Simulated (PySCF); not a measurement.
CF$_{4}$, charge +1, doublet, at a GFN2-xTB geometry (a state made from the parent by changing its charge; the spin is typed, not shown lowest). Base run: B3LYP/cc-pVDZ in PySCF.

Input for PySCF:
```python
from pyscf import gto, scf, dft, solvent

mol = gto.Mole()
mol.atom = '''
    F     0.021375   -1.053067   -0.803315
    C     0.000000   -0.000000   -0.000000
    F    -0.201725    1.121215   -0.675948
    F    -0.995967   -0.074357    0.870197
    F     1.176317    0.006210    0.609066
'''
mol.basis = 'cc-pvdz'
mol.charge = 1
mol.spin = 1
mol.verbose = 4
mol.build()

mf = dft.UKS(mol)
mf.xc = 'b3lyp'
mf.kernel()
mf.analyze()
```

The base run was repeated with changes; each row names its change, and settings that it needs were set with it.

```csv
change,ΔE vs base (kJ/mol)
base,0.00
model = COSMO; solvent = n-hexane,-116.1
model = IEF-PCM; solvent = n-hexane; lebedev_order = 11,-142.0
model = IEF-PCM; solvent = n-hexane; vdw_scale = 1.4,-116.5
model = IEF-PCM; solvent = n-hexane,-142.3
model = C-PCM; solvent = n-hexane,-144.3
model = IEF-PCM; solvent = water,-293.2
model = IEF-PCM; solvent = n-hexane; vdw_scale = 1.1,-154.0
model = IEF-PCM; solvent = n-hexane; vdw_scale = 1.0,-169.5
model = IEF-PCM; solvent = n-hexane; r_probe = 0.5,-107.8
model = IEF-PCM; solvent = acetonitrile,-288.7
model = IEF-PCM; solvent = n-hexane; lebedev_order = 41,-133.2
```

The base is the gas phase, so ΔE is the electrostatic part of solvation at a fixed geometry, without cavity and dispersion terms.

Open shells are given as the SCF converged; they aren't shown to be the lowest states, and a large step between rows can be another state.
